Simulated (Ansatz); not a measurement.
Gas-phase electronic energies from Ansatz, PBE0-D4/def2-TZVP geometries. CBS: MP2 limit from def2 TZ/QZ plus the TZ coupled-cluster correction, frozen cores. def2 core potentials past Kr. For Mo outer-core shells are correlated without core-valence functions, which leaves a few kJ/mol of doubt a bond. Each species was taken in one conformer, which may not be the lowest.

Consider the redistribution: `[NH2][Mo]([OH])(=[S])=[S]` + `N#CC(N)(F)[SiH3]` → `[NH2][Mo]([NH2])(=[S])=[S]` + `N#CC(O)(F)[SiH3]`.

`[NH2][Mo]([OH])(=[S])=[S]`:

Cartesian coordinates in Å:
```
N 1.014 -0.327 -0.953
Mo -0.550 0.018 0.083
O -0.151 -0.049 1.909
S -1.252 1.927 -0.444
S -1.958 -1.479 -0.361
H 1.262 -1.243 -1.296
H 1.602 0.397 -1.337
H 0.033 0.758 2.398
```

`N#CC(N)(F)[SiH3]`:

```xyz
11

N     2.033   -1.042    1.609
C     1.340   -0.664    0.773
C     0.429   -0.140   -0.247
N    -0.242   -1.195   -0.882
F     1.228    0.627   -1.132
Si   -0.829    1.084    0.554
H     0.371   -1.892   -1.282
H    -0.929   -0.882   -1.553
H    -0.100    2.293    0.995
H    -1.499    0.407    1.687
H    -1.802    1.403   -0.522
```

`[NH2][Mo]([NH2])(=[S])=[S]`:

```xyz
9

N     1.111   -1.209    0.193
Mo    0.229    0.492    0.265
N    -1.474    0.429   -0.613
S    -0.102    0.965    2.289
S     1.431    1.890   -0.749
H     1.012   -1.923    0.897
H     1.741   -1.483   -0.545
H    -1.610    0.639   -1.590
H    -2.338    0.201   -0.147
```

`N#CC(O)(F)[SiH3]`:

Cartesian coordinates in Å:
```
N -0.670 -1.913 1.775
C -0.655 -1.108 0.955
C -0.559 -0.091 -0.105
O -0.666 -0.644 -1.356
F -1.596 0.810 0.114
Si 1.112 0.879 -0.013
H -1.426 -1.238 -1.391
H 1.082 1.862 -1.119
H 2.214 -0.098 -0.170
H 1.164 1.540 1.310
```

```
                     species  HF/def2-QZVPP energy (Eh)
 `[NH2][Mo]([OH])(=[S])=[S]`                 -993.84581
          `N#CC(N)(F)[SiH3]`                 -576.03742
`[NH2][Mo]([NH2])(=[S])=[S]`                 -973.99236
          `N#CC(O)(F)[SiH3]`                 -595.87489
```

Work out ΔE.

ΔE = (-973.99236) + (-595.87489) − (-993.84581) − (-576.03742) = 0.01598 Eh = +42.0 kJ/mol. CCSD(T)/CBS gives +45.0 kJ/mol.

Largest T1 diagnostic among the species: 0.025, so the coupled-cluster value is less sure than usual.
